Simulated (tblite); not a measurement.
A tight-binding relaxation on `Cl[C@@H]1[C@@H]2BBC=C[C@H]1CC2`.

Computed with GFN2-xTB geometry optimisation, gas phase (tblite 0.8.0). Start geometry: from a force field or distance geometry. A driver script takes a list of jobs; this job's settings line and coordinates (Å) are shown.

Command:
```bash
OMP_NUM_THREADS=1 python probes_run.py task.json out
```

Input:
```
{"job": {"kind": "relax", "xc": "GFN2-xTB", "basis": "xTB"}, "charge": 0, "multiplicity": 1}
Cl    -0.272700     0.672200    -2.658200
C     -0.997500     0.127000    -1.110400
C     -0.921300     1.126200     0.048900
B      0.503300     1.845000     0.182900
B      1.930000     0.980300     0.116100
C      2.073600    -0.474800    -0.488500
C      1.094200    -1.340300    -0.793800
C     -0.385200    -1.159200    -0.517600
C     -0.687500    -1.120400     0.987800
C     -1.236000     0.282500     1.288100
H     -2.071500    -0.074200    -1.314800
H     -1.707000     1.915800    -0.079700
H      0.547100     3.001100     0.406300
H      2.927800     1.589400     0.305500
H      3.095100    -0.775200    -0.689800
H      1.387300    -2.285900    -1.227500
H     -0.918400    -2.032200    -0.966500
H     -1.457600    -1.886100     1.252800
H      0.213800    -1.310500     1.607000
H     -0.788600     0.702300     2.224600
H     -2.337900     0.234100     1.426300
```

Output:
```
step      E/eV     max force
  0    -749.60816    1.670
  1    -749.72507    0.561
  2    -749.75867    0.428
  3    -749.78495    0.281
  4    -749.79590    0.232
  5    -749.80209    0.189
  6    -749.80737    0.192
  7    -749.81237    0.219
  8    -749.81590    0.155
  9    -749.81773    0.075
... (58 lines left out)
 68    -750.09791    0.030
 69    -750.09808    0.029
 70    -750.09818    0.023
 71    -750.09824    0.019
 72    -750.09830    0.016
 73    -750.09836    0.021
 74    -750.09844    0.022
 75    -750.09850    0.021
 76    -750.09854    0.012
 77    -750.09857    0.009
```

«max force» is the largest atomic force in eV/Å.

Question: From which step on does the largest force stay under 0.1 eV/Å, and how much energy is left to gain from there?

Answer: From step 51 (0.092 eV/Å), 6.3 meV above the end.

Main results: energy lowered by 11.3 kcal/mol over 77 steps; largest atomic force 0.009 eV/Å at the end.

Question: Estimate the wall time. Hardware: Arm Neoverse N1, one thread, shared host with 64 logical CPUs at a one-minute load of 55.

Answer: About 1.3 s.
Labels such as C1 count atoms from 1, the log's own numbers from 0.
